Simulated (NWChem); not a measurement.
System: GaH3S2; SMILES [SH][GaH][SH]

NWChem input:

```
start job
memory heap 200 mb stack 900 mb global 1100 mb
geometry units angstroms noautoz
  Ga     0.000000     0.000000    -0.582013
  H      0.000000     0.000000    -2.140798
  S     -1.844648    -0.025325     0.618268
  H     -2.656916    -0.035683    -0.461691
  S      1.844648     0.025325     0.618268
  H      2.656916     0.035683    -0.461691
end
basis spherical
  * library def2-svp
end
dft
  xc xpbe96 cpbe96
  iterations 150
  vectors input atomic output neutral.movecs
end
task dft energy
charge 1
dft
  odft
  mult 2
  vectors input atomic output cation.movecs
end
task dft energy
```

Excerpt of the output:

```
             Northwest Computational Chemistry Package (NWChem) 7.3.0
             --------------------------------------------------------

 C2V symmetry detected

                             Geometry "geometry" -> ""
                             -------------------------

 Output coordinates in angstroms (scale by  1.889725989 to convert to a.u.)

  No.       Tag          Charge          X              Y              Z
 ---- ---------------- ---------- -------------- -------------- --------------
    1 Ga                  31.0000     0.00000000     0.00000000    -0.56198259
    2 H                    1.0000     0.00000000     0.00000000    -2.12076759
    3 S                   16.0000    -1.84482183     0.00000000     0.63829841
    4 H                    1.0000    -2.65715550     0.00000000    -0.44166059
    5 S                   16.0000     1.84482183     0.00000000     0.63829841
    6 H                    1.0000     2.65715550     0.00000000    -0.44166059

 Effective nuclear repulsion energy (a.u.)     319.8127288629

      Symmetry information
      --------------------

 Group name             C2v
 Group number             16
 Group order               4
 No. of unique centers     4

  pbe96 is a nonlocal functional; adding pw91lda local functional.

                                 NWChem DFT Module
                                 -----------------

 Summary of "ao basis" -> "ao basis" (spherical)
 ------------------------------------------------------------------------------
       Tag                 Description            Shells   Functions and Types
 ---------------- ------------------------------  ------  ---------------------
 Ga                         def2-svp                12       32   5s4p3d
 H                          def2-svp                 3        5   2s1p
 S                          def2-svp                 8       18   4s3p1d

      Symmetry analysis of basis
      --------------------------

        a1         35
        a2          9
        b1         25
        b2         14

            General Information
            -------------------
          SCF calculation type: DFT
          Wavefunction type:  closed shell.
          No. of atoms     :     6
          No. of electrons :    66
           Alpha electrons :    33
            Beta electrons :    33
          Charge           :     0
          Spin multiplicity:     1
          Use of symmetry is: on ; symmetry adaption is: on
          Maximum number of iterations: 150
          AO basis - number of functions:    83
                     number of shells:    37
          Convergence on energy requested:  1.00D-06
          Convergence on density requested:  1.00D-05
          Convergence on gradient requested:  5.00D-04

              XC Information
              --------------
          PerdewBurkeErnzerhof Exchange Functional  1.000
            Perdew 1991 LDA Correlation Functional  1.000 local
           PerdewBurkeErnz. Correlation Functional  1.000 non-local

             Grid Information
             ----------------
          Grid used for XC integration:  medium
          Radial quadrature: Mura-Knowles
          Angular quadrature: Lebedev.
          Tag              B.-S. Rad. Rad. Pts. Rad. Cut. Ang. Pts.
          ---              ---------- --------- --------- ---------
          Ga                  1.30      112           9.0       590
          H                   0.35       45          13.0       434
          S                   1.00       88          12.0       590
          Grid pruning is: on
          Number of quadrature shells:   290
          Spatial weights used:  Erf1

      Superposition of Atomic Density Guess
      -------------------------------------

 Sum of atomic energies:       -2719.16833498

      Non-variational initial energy
      ------------------------------

 Total energy =   -2719.856016
 1-e energy   =   -4422.967508
 2-e energy   =    1383.298763
 HOMO         =      -0.317723
 LUMO         =       0.028096

      Symmetry analysis of molecular orbitals - initial
      -------------------------------------------------

  Numbering of irreducible representations:

     1 a1          2 a2          3 b1          4 b2

  Orbital symmetries:

     1 a1          2 a1          3 b1          4 a1          5 a1
     6 b1          7 b2          8 a1          9 b1         10 a1
    11 b1         12 a1         13 b1         14 b2         15 a2
    16 a1         17 a1         18 b1         19 b2         20 b1
    21 a1         22 a1         23 b2         24 a2         25 a1
    26 b1         27 a1         28 a1         29 b1         30 b1
    31 a1         32 b2         33 a2         34 b2         35 a1
    36 a1         37 b1         38 b1         39 a1         40 a1
    41 a1         42 b2         43 b1

   convergence    iter        energy       DeltaE   RMS-Dens  Diis-err
 ---------------- ----- ----------------- --------- --------- ---------
 d= 0,ls=0.0,diis     1  -2721.9082823857 -3.04D+03  1.72D-02  4.77D-01
 d= 0,ls=0.0,diis     2  -2721.8628647432  4.54D-02  1.29D-02  5.67D-01
 d= 0,ls=0.0,diis     3  -2721.9540074641 -9.11D-02  4.11D-03  1.09D-01
 d= 0,ls=0.0,diis     4  -2721.9710073486 -1.70D-02  6.22D-04  1.60D-02
 d= 0,ls=0.0,diis     5  -2721.9718706607 -8.63D-04  2.93D-04  4.74D-04
  Resetting Diis
 d= 0,ls=0.0,diis     6  -2721.9719169536 -4.63D-05  5.98D-05  2.29D-05
 d= 0,ls=0.0,diis     7  -2721.9719208475 -3.89D-06  2.41D-05  6.96D-07
 d= 0,ls=0.0,diis     8  -2721.9719206641  1.83D-07  1.57D-05  1.88D-06
 d= 0,ls=0.0,diis     9  -2721.9719209731 -3.09D-07  2.52D-06  3.20D-08

         Total DFT energy =    -2721.971920973073
      One electron energy =    -4422.641306829703
           Coulomb energy =     1507.721847374223
    Exchange-Corr. energy =     -126.865190380472
 Nuclear repulsion energy =      319.812728862880

 Numeric. integr. density =       65.999974028768

                  Occupations of the irreducible representations
                  ----------------------------------------------

                     irrep           alpha         beta
                     --------     --------     --------
                     a1               15.0         15.0
                     a2                3.0          3.0
                     b1               10.0         10.0
                     b2                5.0          5.0

                       DFT Final Molecular Orbital Analysis
                       ------------------------------------

 Vector   31  Occ=2.000000D+00  E=-2.710154D-01  Symmetry=a1
              MO Center= -5.5D-16, -1.3D-16, -3.4D-01, r^2= 5.1D+00
   Bfn.  Coefficient  Atom+Function         Bfn.  Coefficient  Atom+Function
  ----- ------------  ---------------      ----- ------------  ---------------
    33      0.310352  2 H  s                 14     -0.244037  1 Ga pz
    50      0.244727  3 S  pz                73      0.244727  5 S  pz
    34      0.243413  2 H  s                 47      0.200752  3 S  pz
    70      0.200752  5 S  pz                48     -0.166173  3 S  px
    71      0.166173  5 S  px                11      0.141836  1 Ga pz

 Vector   32  Occ=2.000000D+00  E=-2.492063D-01  Symmetry=b2
              MO Center=  5.0D-14, -7.6D-15,  4.4D-01, r^2= 4.5D+00
   Bfn.  Coefficient  Atom+Function         Bfn.  Coefficient  Atom+Function
  ----- ------------  ---------------      ----- ------------  ---------------
    49      0.391674  3 S  py                72      0.391674  5 S  py
    46      0.290437  3 S  py                69      0.290437  5 S  py
    13      0.177757  1 Ga py                16      0.175652  1 Ga py
    43      0.166311  3 S  py                66      0.166311  5 S  py
    10     -0.096145  1 Ga py                19     -0.037997  1 Ga d -1

 Vector   33  Occ=2.000000D+00  E=-2.255364D-01  Symmetry=a2
              MO Center= -6.0D-14,  8.0D-16,  5.9D-01, r^2= 4.8D+00
   Bfn.  Coefficient  Atom+Function         Bfn.  Coefficient  Atom+Function
  ----- ------------  ---------------      ----- ------------  ---------------
    49      0.464347  3 S  py                72     -0.464347  5 S  py
    46      0.324735  3 S  py                69     -0.324735  5 S  py
    43      0.186060  3 S  py                66     -0.186060  5 S  py
    18      0.066011  1 Ga d -2              28     -0.049832  1 Ga d -2

 Vector   34  Occ=0.000000D+00  E=-6.393718D-02  Symmetry=b2
              MO Center=  2.0D-15, -4.4D-15, -4.5D-01, r^2= 4.1D+00
   Bfn.  Coefficient  Atom+Function         Bfn.  Coefficient  Atom+Function
  ----- ------------  ---------------      ----- ------------  ---------------
    16      0.664765  1 Ga py                13      0.482795  1 Ga py
    49     -0.322026  3 S  py                72     -0.322026  5 S  py
    10     -0.224366  1 Ga py                46     -0.168654  3 S  py
    69     -0.168654  5 S  py                43     -0.095048  3 S  py
    66     -0.095048  5 S  py                 7      0.072199  1 Ga py

 Vector   35  Occ=0.000000D+00  E=-3.183457D-02  Symmetry=a1
              MO Center=  4.4D-15, -4.1D-15, -3.7D-01, r^2= 4.6D+00
   Bfn.  Coefficient  Atom+Function         Bfn.  Coefficient  Atom+Function
  ----- ------------  ---------------      ----- ------------  ---------------
     4      0.871575  1 Ga s                  5      0.747791  1 Ga s
    34     -0.608061  2 H  s                 48     -0.430178  3 S  px
    71      0.430178  5 S  px                 3     -0.360702  1 Ga s
    41     -0.297230  3 S  s                 64     -0.297230  5 S  s
    33     -0.248154  2 H  s                 50      0.211850  3 S  pz

 Vector   36  Occ=0.000000D+00  E=-1.600816D-02  Symmetry=a1
              MO Center=  2.8D-13, -2.4D-16, -2.0D-02, r^2= 7.5D+00
   Bfn.  Coefficient  Atom+Function         Bfn.  Coefficient  Atom+Function
  ----- ------------  ---------------      ----- ------------  ---------------
    57      0.767582  4 H  s                 80      0.767582  6 H  s
    41     -0.671006  3 S  s                 64     -0.671006  5 S  s
     4     -0.490090  1 Ga s                 17      0.474189  1 Ga pz
     5      0.464353  1 Ga s                 50      0.398687  3 S  pz
    73      0.398687  5 S  pz                34      0.317264  2 H  s

     Multipole analysis of the density
     ---------------------------------

     L   x y z        total         alpha         beta         nuclear
     -   - - -        -----         -----         ----         -------
     0   0 0 0     -0.000000    -33.000000    -33.000000     66.000000

     1   1 0 0      0.000000      0.000000      0.000000      0.000000
     1   0 1 0     -0.000000     -0.000000     -0.000000      0.000000
     1   0 0 1     -0.805419     -0.402710     -0.402710     -0.000000

     2   2 0 0    -30.291947   -234.817698   -234.817698    439.343449
     2   1 1 0     -0.000000     -0.000000     -0.000000      0.000000
     2   1 0 1     -0.000000     -0.000000     -0.000000     -0.000000
     2   0 2 0    -33.255868    -16.627934    -16.627934      0.000000
     2   0 1 1     -0.000000     -0.000000     -0.000000      0.000000
     2   0 0 2    -33.602436    -66.288913    -66.288913     98.975391

                                 NWChem DFT Module
                                 -----------------

      Symmetry analysis of basis
      --------------------------

        a1         35
        a2          9
        b1         25
        b2         14

            General Information
            -------------------
          SCF calculation type: DFT
          Wavefunction type:  spin polarized.
          No. of atoms     :     6
          No. of electrons :    65
           Alpha electrons :    33
            Beta electrons :    32
          Charge           :     1
          Spin multiplicity:     2
          Use of symmetry is: on ; symmetry adaption is: on
          Maximum number of iterations: 150
          AO basis - number of functions:    83
                     number of shells:    37
          Convergence on energy requested:  1.00D-06
          Convergence on density requested:  1.00D-05
          Convergence on gradient requested:  5.00D-04

              XC Information
              --------------
          PerdewBurkeErnzerhof Exchange Functional  1.000
            Perdew 1991 LDA Correlation Functional  1.000 local
           PerdewBurkeErnz. Correlation Functional  1.000 non-local

             Grid Information
             ----------------
          Grid used for XC integration:  medium
          Radial quadrature: Mura-Knowles
          Angular quadrature: Lebedev.
          Tag              B.-S. Rad. Rad. Pts. Rad. Cut. Ang. Pts.
          ---              ---------- --------- --------- ---------
          Ga                  1.30      112           9.0       590
          H                   0.35       45          13.0       434
          S                   1.00       88          12.0       590
          Grid pruning is: on
          Number of quadrature shells:   290
          Spatial weights used:  Erf1

      Superposition of Atomic Density Guess
      -------------------------------------

 Sum of atomic energies:       -2719.16833498

 Renormalizing density from      66.00 to     65

      Non-variational initial energy
      ------------------------------

 Total energy =   -2694.441939
 1-e energy   =   -4355.952849
 2-e energy   =    1341.698181
 HOMO         =      -0.595515
 LUMO         =      -0.249096

   Symmetry analysis of molecular orbitals - initial alpha
   -------------------------------------------------------

  Numbering of irreducible representations:

     1 a1          2 a2          3 b1          4 b2

  Orbital symmetries:

     1 a1          2 a1          3 b1          4 a1          5 b1
     6 a1          7 b2          8 a1          9 b1         10 a1
    11 b1         12 a1         13 b1         14 b2         15 a2
    16 a1         17 a1         18 b1         19 b2         20 b1
    21 a1         22 a1         23 a2         24 b2         25 a1
    26 b1         27 a1         28 a1         29 b1         30 b1
    31 a1         32 b2         33 a2         34 a1         35 b2
    36 a1         37 b1         38 b1         39 a1         40 a1
    41 a1         42 b2         43 b1

   Symmetry analysis of molecular orbitals - initial beta
   ------------------------------------------------------

  Numbering of irreducible representations:

     1 a1          2 a2          3 b1          4 b2

  Orbital symmetries:

     1 a1          2 a1          3 b1          4 a1          5 b1
     6 a1          7 b2          8 a1          9 b1         10 a1
    11 b1         12 a1         13 b1         14 b2         15 a2
    16 a1         17 a1         18 b1         19 b2         20 b1
    21 a1         22 a1         23 a2         24 b2         25 a1
    26 b1         27 a1         28 a1         29 b1         30 b1
    31 a1         32 b2         33 a2         34 a1         35 b2
    36 a1         37 b1         38 b1         39 a1         40 a1
    41 a1         42 b2         43 b1

[...]
```

Level: PBE/def2-SVP, vertical spin-unrestricted ions. All runs use the structure optimised with PBE0/def2-SVP.
